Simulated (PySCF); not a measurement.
Si(SH)4 (H₄S₄Si), SMILES S[Si](S)(S)S.

Geometry optimised at r2SCAN-D4/def2-SVP. Other conformers were not sampled.

Computed with CAM-B3LYP/def2-TZVP in PySCF.

Symmetry labels are those of the subgroup C2 that the program uses (full group S4).

Computed valence orbital energies around the gap with their symmetry:
```
orbital  symmetry  energy (eV)
-------  --------  -----------
HOMO−7          A       -12.06
HOMO−6          A       -11.56
HOMO−5          B       -10.85
HOMO−4          B       -10.85
HOMO−3          A        -9.53
HOMO−2          A        -9.36
HOMO−1          B        -8.92
HOMO            B        -8.92
LUMO            A         0.52
LUMO+1          A         1.12
LUMO+2          B         1.28
LUMO+3          B         1.28
```
